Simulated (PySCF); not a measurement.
## Peak assignment

Molfile (atoms numbered from 1):
```
C5HF7O
     RDKit          3D

 14 13  0  0  0  0  0  0  0  0999 V2000
    0.3590    2.2795    0.0019 O   0  0  0  0  0  0  0  0  0  0  0  0
   -0.4226    1.4974   -0.3980 C   0  0  0  0  0  0  0  0  0  0  0  0
   -1.5041    1.8940   -1.0910 F   0  0  0  0  0  0  0  0  0  0  0  0
   -0.4015    0.0107   -0.2450 C   0  0  0  0  0  0  0  0  0  0  0  0
    0.5588   -0.6532    0.3964 C   0  0  0  0  0  0  0  0  0  0  0  0
    1.7604   -0.0176    1.0612 C   0  0  0  0  0  0  0  0  0  0  0  0
    1.4172    0.8168    2.0429 F   0  0  0  0  0  0  0  0  0  0  0  0
    2.5265   -0.9666    1.6111 F   0  0  0  0  0  0  0  0  0  0  0  0
    2.5300    0.6444    0.1969 F   0  0  0  0  0  0  0  0  0  0  0  0
   -1.5610   -0.7534   -0.8707 C   0  0  0  0  0  0  0  0  0  0  0  0
   -1.6209   -0.5631   -2.1885 F   0  0  0  0  0  0  0  0  0  0  0  0
   -2.7307   -0.3856   -0.3482 F   0  0  0  0  0  0  0  0  0  0  0  0
   -1.4446   -2.0706   -0.6733 F   0  0  0  0  0  0  0  0  0  0  0  0
    0.5328   -1.7332    0.4823 H   0  0  0  0  0  0  0  0  0  0  0  0
  1  2  2  0
  2  3  1  0
  2  4  1  0
  4  5  2  0
  5  6  1  0
  6  7  1  0
  6  8  1  0
  6  9  1  0
  4 10  1  0
 10 11  1  0
 10 12  1  0
 10 13  1  0
  5 14  1  0
M  END
```

Computed data (PySCF): NMR shieldings at PBE0/pcSseg-1/GIAO, GFN2-xTB structure. Isolated molecule, one conformer, rapidly exchanging positions averaged, non-relativistic.

References, each an isolated molecule treated in the same way: TMS for 13C.

**Question.** Assign these signals to the numbered atoms. 13C{1H} NMR (computed): δ 156.9, 154.1, 136.8, 129.1, 128.9.

**Answer.** 
```tsv
δ (ppm)	atoms	environment	reason
156.9	C2	carbonyl carbon	–
154.1	C5	β carbon of a C=C–C=O unit	conjugation with the carbonyl draws π density from the β position
136.8	C4	α carbon of a C=C–C=O unit	an sp2 carbon of a C=C bond
129.1	C6	CF3 carbon	3 electronegative neighbours deshield it
128.9	C10	CF3 carbon	–
```

C6 and C10 lie closer than the usual error of such a calculation, so a measured spectrum could show them in the other order.

Splittings by 19F in the carbon and heteronuclear signals aren't shown, as no couplings were computed. Shifts are as computed. Against solution values, carbons near 30 ppm lie about +3 ppm off and those near 130 ppm about +5 ppm. Of 1211 compounds with measured shifts, 218 miss one by over three times the rms of a fit or turn the order of signals round; such compounds aren't used in these exercises.
